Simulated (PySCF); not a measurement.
C6H13O (charge -1).
SMILES: `CCCC[C@H](C)[O-]`

The closed-shell SCF was solved with PySCF and density fitting under several settings on one GFN2-xTB geometry (grid level 2 and gas phase unless stated).

| settings | basis functions | SCF cycles | E (Eh) | HOMO (eV) | LUMO (eV) |
| --- | --- | --- | --- | --- | --- |
| PBE0/pcSseg-1 | 184 | 15 | -311.2672 | 0.21 | 5.33 |
| PBE0/6-31++G**, damping 0.2 at the start, DIIS from the seventh cycle, start guess atom | 204 | 21 | -311.3333 | -0.18 | 2.83 |
| mPW1PW91/6-31G | 89 | 14 | -311.5091 | 0.78 | 6.91 |

Task: Estimate the rows for these settings: (1) WP04/MINI, grid level 3; (2) BP86/ANO-RCC-VDZP, energy threshold 1e-06 Eh; (3) PBE0/ANO-RCC-VDZP, grid level 3.

Result: 
```csv
settings,basis functions,SCF cycles,E (Eh),HOMO (eV),LUMO (eV)
"WP04/MINI, grid level 3",48,13,-316.7773,-0.16,6.55
"BP86/ANO-RCC-VDZP, energy threshold 1e-06 Eh",163,10,-311.7733,1.26,3.34
"PBE0/ANO-RCC-VDZP, grid level 3",163,15,-311.4019,0.08,3.81
```

Task: Over all rows, what range does the HOMO–LUMO gap span?

Result: From 2.08 eV (BP86/ANO-RCC-VDZP, energy threshold 1e-06 Eh) to 6.71 eV (WP04/MINI, grid level 3). The functional of the narrowest has no exact exchange, that of the widest 12 % exact exchange.

Task: Compare two rows with the functional PBE0: PBE0/6-31++G**, damping 0.2 at the start, DIIS from the seventh cycle, start guess atom and PBE0/ANO-RCC-VDZP, grid level 3. Which energy is lower, and by how much?

Result: PBE0/ANO-RCC-VDZP, grid level 3 (163 functions) lies 0.0686 Eh or 43 kcal/mol below PBE0/6-31++G**, damping 0.2 at the start, DIIS from the seventh cycle, start guess atom (204 functions). The smaller set gives the lower energy; the two sets aren't nested, so the variational bound doesn't order them by size.

Cycle counts include a coarse-grid stage where the run had one. All basis functions are spherical, in the Pople sets too. WP04 was designed for NMR shieldings or shifts; total energies of different functionals aren't comparable. ANO-RCC sets were contracted for a scalar-relativistic Hamiltonian, but ran non-relativistically here. The HOMO energy is positive at BP86/ANO-RCC-VDZP, PBE0/ANO-RCC-VDZP, PBE0/pcSseg-1 and mPW1PW91/6-31G; such an orbital is held in place by the finite basis.

The values belong to the conformer `[CH3:1][CH2:2][CH2:3][CH2:4][C@H:5]([CH3:6])[O-:7]`: C1–C2–C3–C4 -82°, C2–C3–C4–C5 -64°, C3–C4–C5–C6 -171°.
